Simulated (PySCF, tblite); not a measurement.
Isomers of C5H6F2OSi, one GFN2-xTB conformer each. Single-point energies are computed at PBE0/pcSseg-1 (PySCF, gas phase, no added dispersion term), electronic only.

```
                SMILES  GFN2-xTB relative energy (kJ/mol)
  FC(F)c1ccc([SiH3])o1                                6.2
O=C1C=C(C(F)F)C[SiH2]1                              103.4
  FC(F)c1coc([SiH3])c1                                0.0
```

Conformers: `[F:1][CH:2]([F:3])[c:4]1[cH:5][cH:6][c:7]([SiH3:8])[o:9]1` with F1–C2–C4–C5 59°; `[O:1]=[C:2]1[CH:3]=[C:4]([CH:5]([F:6])[F:7])[CH2:8][SiH2:9]1` with C3–C4–C5–F6 -4°; `[F:1][CH:2]([F:3])[c:4]1[cH:5][o:6][c:7]([SiH3:8])[cH:9]1` with F1–C2–C4–C5 -64°.

Task: What does PBE0/pcSseg-1 give for the same structures?

Result: 
| SMILES | PBE0/pcSseg-1 E (Eh) | PBE0/pcSseg-1 (kJ/mol) | GFN2-xTB (kJ/mol) | point group |
| --- | --- | --- | --- | --- |
| O=C1C=C(C(F)F)C[SiH2]1 | -757.84424 | 0.0 | 103.4 | C1 |
| FC(F)c1ccc([SiH3])o1 | -757.83828 | 15.6 | 6.2 | Cs |
| FC(F)c1coc([SiH3])c1 | -757.83798 | 16.4 | 0.0 | – |

GFN2-xTB puts FC(F)c1coc([SiH3])c1 lowest instead; measured from each level's own lowest isomer, the values differ by up to 103.4 kJ/mol (O=C1C=C(C(F)F)C[SiH2]1: 103.4 against 0.0). As drawn, the lowest has a C=O bond and a C=C bond outside aromatic rings, which the highest lacks; the highest has an aromatic ring, which the lowest lacks. Neighbours under 10 kJ/mol apart (FC(F)c1ccc([SiH3])o1 and FC(F)c1coc([SiH3])c1) can change places with a better method, another conformer or zero-point energy.

Task: Which frontier levels, dipoles and rotational constants go with these structures?

Result: 
| SMILES | HOMO (eV, PBE0/pcSseg-1) | LUMO (eV) | dipole (D) | A, B, C (MHz) |
| --- | --- | --- | --- | --- |
| O=C1C=C(C(F)F)C[SiH2]1 | -6.93 | -2.19 | 3.51 | 2536, 864.8, 675.6 |
| FC(F)c1ccc([SiH3])o1 | -7.13 | -0.81 | 2.24 | 3625, 658.8, 622.5 |
| FC(F)c1coc([SiH3])c1 | -7.11 | -0.62 | 2.15 | 4224, 612.6, 593.8 |

Task: What happens when harmonic zero-point energies from GFN2-xTB frequencies are added?

Result: 
```json
{"SMILES": "O=C1C=C(C(F)F)C[SiH2]1", "ZPE (kJ/mol)": "250.6", "electronic (kJ/mol)": "0.0", "with ZPE (kJ/mol)": "0.0"}
{"SMILES": "FC(F)c1ccc([SiH3])o1", "ZPE (kJ/mol)": "246.1", "electronic (kJ/mol)": "15.6", "with ZPE (kJ/mol)": "11.2"}
{"SMILES": "FC(F)c1coc([SiH3])c1", "ZPE (kJ/mol)": "246.2", "electronic (kJ/mol)": "16.4", "with ZPE (kJ/mol)": "12.0"}
```

The zero-point energies span 4.5 kJ/mol. The order is unchanged.
